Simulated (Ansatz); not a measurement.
Geometry optimisation, RKS PBE-D4/def2-SVP (Ansatz).

Input file:

```yaml
crystal:
  periodic: [false, false, false]
  atoms:
    - { symbol: Ga, position_ang: [0.0, 0.0, 0.0] }
    - { symbol: Cl, position_ang: [0.0, 0.0, 2.59] }
    - { symbol: "N", position_ang: [1.6714, 0.0, -0.965] }
    - { symbol: H, position_ang: [2.138, -0.9179, -1.2168] }
    - { symbol: H, position_ang: [2.1227, 0.9179, -1.2432] }
    - { symbol: H, position_ang: [-1.3596, 0.0, -0.785] }
    - { symbol: O, position_ang: [0.0937, 1.9812, 0.659] }
    - { symbol: Si, position_ang: [0.6912, 2.4735, 2.15] }
    - { symbol: H, position_ang: [1.0861, 1.3026, 2.9275] }
    - { symbol: H, position_ang: [1.8511, 3.3371, 1.9491] }
    - { symbol: H, position_ang: [-0.3435, 3.2093, 2.8709] }
    - { symbol: H, position_ang: [0.0669, 1.4151, 1.8346] }
basis:
  gaussian: { orbitals: def2-SVP }
hamiltonian:
  xc: pbe
  dispersion: d4
relax:
  f_tol: 0.15
  max_steps: 25
  restrain:
    - { distance: [0, 6], at: 2.99, k: 30.0 }
    - { distance: [11, 1], at: 2.57, k: 30.0 }
    - { distance: [0, 1], at: 2.24, k: 30.0 }
    - { distance: [11, 6], at: 1.01, k: 30.0 }
```

Run as:

```bash
$ ansatz run input.yaml --threads 4 --pin off --max-ram 5120MiB --backend cpu --events-out ev --progress --plain --runs-dir out
```

Where does it end, and by what steps?

The forces met the threshold. The restraints hold the end off the free minimum. After 20 steps the energy has fallen by 6.719 eV (the restraints' own energy left out); Cl2 moved furthest, 1.75 Å. The start is strongly strained (largest force component 11 eV/Å), so its close contacts needn't be bonds. Parted: Ga1–O7, Cl2–Si8, Cl2–H12, Si8–H12. Joined: O7–H12.

```csv
step,energy less start (eV),largest force component (eV/Å),accepted
0,0.0000,11.076,yes
1,-1.6248,7.054,yes
2,-2.6183,4.407,yes
3,-3.5698,3.180,yes
4,-4.8469,2.314,yes
5,-5.7287,1.615,yes
6,-6.0383,1.560,yes
7,-6.2533,0.833,yes
8,-6.3805,0.723,yes
9,-6.4742,0.832,yes
10,-6.5591,0.688,yes
11,-6.6116,0.640,yes
12,-6.6492,0.527,yes
13,-6.6624,0.811,yes
14,-6.6773,0.623,yes
15,-6.6815,0.777,yes
16,-6.7003,0.525,yes
17,-6.7086,0.528,yes
18,-6.7038,0.831,no
19,-6.7153,0.661,yes
20,-6.7190,0.668,yes
```

```xyz
12
Properties=species:S:1:pos:R:3
Ga -0.086 -0.170 -0.388
Cl -0.678 -1.187 1.505
N 1.715 0.002 -0.514
H 2.344 -0.307 0.227
H 2.196 0.443 -1.299
H -1.176 0.190 -1.436
O -0.501 2.087 1.513
Si 0.948 2.686 2.152
H 1.934 1.589 2.454
H 1.500 3.614 1.113
H 0.697 3.453 3.424
H -0.874 1.319 2.021
```

Whether the end is a true minimum wasn't checked by a vibrational analysis.

Run time: 43 s on 4 threads of Arm Neoverse V2, on a shared host, peak memory 0.21 GiB.
